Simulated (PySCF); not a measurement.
C5H8OSi.
Numbering: `[CH3:1][O:2][C:3]1=[CH:4][SiH2:5][CH:6]=[CH:7]1`

NICS is the negative of the GIAO shielding at a point without a nucleus: at the ring centre (0) and 1 Å above and below it (1); zz is the component along the ring normal. Level: GIAO PBE0/pcSseg-1 (PySCF, non-relativistic, gas phase) on the GFN2-xTB geometry, one conformer.

Ring bond lengths (Å), with Mayer bond orders in brackets: C3–C4 1.345 (1.74), C4–Si5 1.872 (0.91), Si5–C6 1.888 (0.89), C6–C7 1.334 (1.86), C7–C3 1.466 (1.06).

Question: Give the NICS values of each ring in ppm.

Answer: 
| ring | type | NICS(0) | NICS(1), two faces | NICS(1)zz, two faces | rms pucker (Å) | centre to ring atoms, mean (Å) |
| --- | --- | --- | --- | --- | --- | --- |
| C3–C4–Si5–C6–C7 | 5-membered ring with Si; formal bonds 2 double, 3 single | -0.5 | -1.9 / -1.9 | 1.2 / 1.2 | 0.00 | 1.34 |

Question: What can be read from them?

Answer: 
- C3–C4–Si5–C6–C7: mean NICS(1)zz 1.2 ppm, near zero. Si5 has four or more neighbours, and the NICS criterion for π rings isn't applied.

Question: At the first NICS(1) probe listed for ring C3–C4–Si5–C6–C7, 1 Å off the ring, what do the in-plane components average?

Answer: The isotropic value is a third of the trace: (3 × -1.9 − (1.2))/2 = -3.4 ppm.

Question: Give the inner angles of the rings and the Hirshfeld charges of the ring atoms.

Answer: 
- C3–C4–Si5–C6–C7: C3 116.2° (+0.074 e), C4 109.2° (-0.206 e), Si5 89.4° (+0.329 e), C6 109.3° (-0.141 e), C7 115.9° (-0.048 e); sum 540.0° against 540° for a flat convex ring.

Question: What are the shieldings of the ring atoms and their hydrogens in the same run (means over atoms taken as equivalent)?

Answer: 
| atoms | environment | σ isotropic (ppm) |
| --- | --- | --- |
| C3 | vinylic carbon bearing oxygen | 6.4 |
| C4 | alkene CH carbon | 103.6 |
| Si5 | SiH2 silicon | 392.5 |
| C6 | alkene CH carbon | 49.9 |
| C7 | alkene CH carbon | 30.9 |
| H on C4 | vinylic hydrogen | 27.69 |
| H on Si5 (×2) | Si–H hydrogen | 26.98 |
| H on C6 | vinylic hydrogen | 25.33 |
| H on C7 | vinylic hydrogen | 24.69 |

The values belong to the conformer `[CH3:1][O:2][C:3]1=[CH:4][SiH2:5][CH:6]=[CH:7]1`: C1–O2–C3–C4 0°.
